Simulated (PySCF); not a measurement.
Molecule: SMILES [H]/N=C\C#CB(F)F, C$_{3}$H$_{2}$BF$_{2}$N.

Molfile (atoms numbered from 1):
```
C3H2BF2N
     RDKit          3D

  9  8  0  0  0  0  0  0  0  0999 V2000
    2.5388   -0.8139    0.5345 N   0  0  0  0  0  0  0  0  0  0  0  0
    1.6560    0.0492    0.8429 C   0  0  0  0  0  0  0  0  0  0  0  0
    0.3395    0.1413    0.2822 C   0  0  0  0  0  0  0  0  0  0  0  0
   -0.7786    0.2110   -0.2012 C   0  0  0  0  0  0  0  0  0  0  0  0
   -2.1788    0.3147   -0.7959 B   0  0  0  0  0  0  0  0  0  0  0  0
   -3.2049   -0.2648   -0.2149 F   0  0  0  0  0  0  0  0  0  0  0  0
   -2.3962    0.9900   -1.9018 F   0  0  0  0  0  0  0  0  0  0  0  0
    2.1798   -1.4497   -0.1869 H   0  0  0  0  0  0  0  0  0  0  0  0
    1.9002    0.8047    1.6077 H   0  0  0  0  0  0  0  0  0  0  0  0
  8  1  1  0
  1  2  2  0
  2  3  1  0
  3  4  3  0
  4  5  1  0
  5  6  1  0
  5  7  1  0
  2  9  1  0
M  END
```

Geometry PBE0-D3(BJ)/def2-SVP throughout; GIAO in PySCF 2.14, gas phase, one conformer, non-relativistic; equivalent atoms averaged; basis pcSseg-2.

Question: How do the shifts δ (against NH3, TMS, BF3·OEt2, CFCl3 at the same level) depend on the functional? (ppm; last column core-seconds on 1 thread of an Arm Neoverse V2, shared host; the GGAs took longer than the global hybrids here, which isn't the general rule, and the cause wasn't traced)

Answer: 
```tsv
functional	kind	N1	C2	C3	C4	B5	F6/F7	H8	H9	core-s
HF	Hartree–Fock	394.4	162.4	101.3	93.0	17.5	-51.6	11.09	7.72	17
BLYP	GGA	391.4	159.1	106.5	90.7	15.0	-85.5	11.18	7.96	36
KT3	GGA	358.2	147.5	99.2	82.4	13.5	-95.4	10.81	7.78	37
B97-D	GGA	374.6	154.7	103.3	88.3	14.2	-88.3	11.10	7.92	33
PBE0	global hybrid	396.7	162.3	107.1	93.5	16.2	-70.8	11.37	7.94	24
WP04	global hybrid	382.5	159.9	102.1	89.2	15.7	-84.9	10.93	7.63	30
BHandHLYP	global hybrid	399.9	163.3	105.2	92.3	17.2	-64.3	11.17	7.81	29
CAM-B3LYP	range-separated hybrid	401.4	165.5	107.1	93.1	17.0	-63.1	11.19	7.85	33
```

Question: Which nucleus moves most, in ppm?

Answer: F6/F7 (fluorine bonded to B): from -95.4 ppm with KT3 to -51.6 ppm with HF. The smallest spread is 0.34 ppm, at H9. Proton shifts span only some 12 ppm, so a few tenths of a ppm matter as much there as several ppm in carbon.
